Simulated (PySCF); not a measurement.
# Ionising GePb

r²SCANh; basis Ge def2-SVP, Pb def2-SVP with ECP60; scalar-relativistic core potentials; PySCF 2.14. Neutral (UKS): triplet (π ↑↑), Re = 2.643 Å, ωe = 214 cm⁻¹, De = 2.45 eV, HOMO -4.78 eV, LUMO -3.37 eV.

GePb⁺ (UKS): quartet (σ ↑, π ↑↑), Re = 2.675 Å, ωe = 187 cm⁻¹. The energies at the minima are -2269.63112 hartree for GePb and -2269.37292 for GePb⁺.

Question: Work out the adiabatic ionisation energy, without and with harmonic zero-point energies (1 hartree = 27.2114 eV, 1 eV = 8065.5 cm⁻¹), and the change of the bond length.

Answer: At r²SCANh: 0.25820 hartree = 7.026 eV between the minima; the zero-point term (187.0 − 214.0)/2 cm⁻¹ = -0.002 eV makes it 7.024 eV. Re changes by +3.2 pm against the neutral. The electron leaves a σ orbital, and the longer bond of the ion fits a bonding orbital, or a change in how ionic the bond is.

These are scalar-relativistic numbers at best; spin–orbit coupling would shift them, the dissociation energy most. States were picked by a PBE0 search and need not be the measured ground states.
